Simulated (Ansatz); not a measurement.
Born–Oppenheimer molecular dynamics of C2H8Sn (11 atoms, charge 0, multiplicity 1). It starts from a relaxed structure.

Theory: Ansatz 0.2.0, RKS PBE-D4/def2-SVP.

| Quantity | Value |
| --- | --- |
| ensemble | NVT, Nosé–Hoover chain |
| time step | 0.5 fs |
| steps asked | 300 |
| set temperature | 1000 K |
| thermostat | time constant 3 fs, chain length 1 |
| seed | 905945 |

First frame:

```xyz
11
Properties=species:S:1:pos:R:3
Sn 0.091 0.054 0.002
C -0.059 -0.054 2.167
H -1.119 -0.165 2.466
H 0.515 -0.921 2.548
H 0.347 0.872 2.618
H 1.757 0.217 -0.459
C -1.040 1.755 -0.736
H -2.108 1.643 -0.465
H -0.651 2.690 -0.287
H -0.955 1.823 -1.838
H -0.532 -1.408 -0.697
```

(1) How far do the bonds stretch over the last three quarters of this one trajectory? (Pairs bonded in most of those frames.)

Answers

(1) 
```csv
bond,mean (Å),spread (Å),shortest,longest
Sn1–C2,2.229,0.063,2.11,2.33
Sn1–H6,1.756,0.080,1.60,1.90
Sn1–C7,2.247,0.074,2.08,2.34
Sn1–H11,1.752,0.051,1.65,1.85
C2–H3,1.113,0.032,1.06,1.19
C2–H4,1.117,0.042,1.04,1.20
C2–H5,1.110,0.010,1.09,1.14
C7–H8,1.122,0.062,0.98,1.24
C7–H9,1.123,0.055,1.03,1.23
C7–H10,1.112,0.013,1.09,1.15
```

Mean temperature of the second half: 1027 K. The conserved energy stayed within 1.2 meV per atom of its start (net change 0.14 meV per atom), so the integration is sound. A run of 0.15 ps of so small a system gives no equilibrium averages.

The run took 7.2 min on 2 threads of Arm Neoverse V1, with other jobs on the host, peak memory 0.12 GiB.
